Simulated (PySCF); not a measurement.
## Bonding in (F)2Al-S-SiH3

(F)2Al-S-SiH3.
Z-matrix (Å and degrees, PBE0-D3(BJ)/def2-SVP geometry), rows numbered from 1:
```
Al
F   1  1.6557
F   1  1.6494  2  119.32
S   1  2.1490  2  119.08  3  -179.96
Si  4  2.1662  1   98.66  2     2.58
H   5  1.4894  4  111.22  1   -62.26
H   5  1.4893  4  104.66  1   178.97
H   5  1.4894  4  111.03  1    60.37
```

Bond orders from the PBE0/pcSseg-1 (pcSseg-2 on Al) density (PySCF). Geometry: PBE0-D3(BJ)/def2-SVP, one conformer, isolated molecule.

Task: Set the Mayer orders of the bonds between heavy atoms beside their lengths.

Result: 
| bond | length (Å) | Mayer order |
| --- | --- | --- |
| Al1–F2 | 1.656 | 0.923 |
| Al1–F3 | 1.649 | 0.971 |
| Al1–S4 | 2.149 | 1.084 |
| S4–Si5 | 2.166 | 0.899 |

Bonds between the same two heavy elements. Al–F: lowest Al1–F2 (0.923, 1.656 Å), highest Al1–F3 (0.971, 1.649 Å).

Task: And the bonds to hydrogen?

Result: H–Si: 0.93 to 0.94 (3 bonds).

Task: Sum the orders of all bonds at each heavy atom with more than one neighbour.

Result: Al1 2.978, S4 1.983, Si5 3.692. Orders between atoms that aren't bonded are not in these sums.

For a closed shell the Mayer order of atoms A and B is Σ (PS)μν (PS)νμ over the basis functions μ on A and ν on B, with P the density and S the overlap matrix.
